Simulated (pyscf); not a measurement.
Structures and frequencies: ωB97X-D3(BJ)/def2-SVP in PySCF.

SMILES: [O](B)[W]([F])([F])([F])([F])[F]
```xyz
10

B     -0.0705     0.4002     2.0109
O     -0.5337     0.3391     0.7234
W     -1.1600     0.1647    -1.0072
F     -2.8920     0.3379    -0.3955
F     -1.2879    -1.6754    -0.8526
F     -1.0919     1.9870    -1.3201
F      0.5745    -0.0018    -1.6140
F     -1.7853    -0.0311    -2.7356
H      0.1563     1.4899     2.4754
H      0.0822    -0.6407     2.6013
```
Charge 0, spin multiplicity 1.

Question: What is the homolytic dissociation enthalpy (298 K, ωB97M-D3(BJ)/def2-TZVP) of the O–W bond of H₂B–O–W(F)(F)(F)(F)–F, to H₂B–O• + [F–W(F)(F)(F)–F]•?

Answer: O–W to H₂B–O• + [F–W(F)(F)(F)–F]•: 308.9 kJ/mol. The 7 functionals that were run give +308.9 (ωB97M-D3(BJ)) to +340.8 kJ/mol (r²SCAN). The radicals are drawn with the spin at the cut bond; how far it spreads was not checked. H₂B–O–W(F)(F)(F)(F)–F may be a fragile minimum: a first optimisation, from another start, lost the drawn bonds. Other isomers of H₂B–O• were not searched in full and may lie lower. Open-shell species with a d-block atom are single-reference here; other states, and whether the spin sits on metal or ligand, were not checked. Elements past Kr carry the def2 core potentials, without spin-orbit coupling.
